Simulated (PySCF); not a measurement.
**Zirconium: highly charged ions in a basis for the neutral atom**

Zr²¹⁺ [Ar] 3d1, Zr²²⁺ [Ar]. Calculation: PySCF 2.14, in x2c-SVPall (6s5p5d1f, 53 functions); scalar relativity by spin-free X2C-1e. No spin-orbit coupling, so a gap to NIST mixes the basis error with missing relativistic terms.

Changed run: basis of the neutral atom used for a highly charged ion. This setting is unsound on purpose.

```tsv
species	method	sound run (hartree)	changed run (hartree)	converged
Zr²¹⁺	UHF	not run	-3336.27852	yes
Zr²¹⁺	TPSS	not run	-3337.38643	yes
Zr²¹⁺	B3LYP	not run	-3337.23642	yes
Zr²²⁺	UHF	not run	-3302.01575	yes
Zr²²⁺	TPSS	not run	-3303.05158	yes
Zr²²⁺	B3LYP	not run	-3302.88740	yes
```

Ionisation energy of Zr²¹⁺:

```
method  changed run (eV)  NIST (eV)
   UHF            932.34    922 ± 4
  TPSS            934.30    922 ± 4
 B3LYP            934.68    922 ± 4
```

The contracted functions were made for the neutral atom and can be too rigid for a highly charged ion.
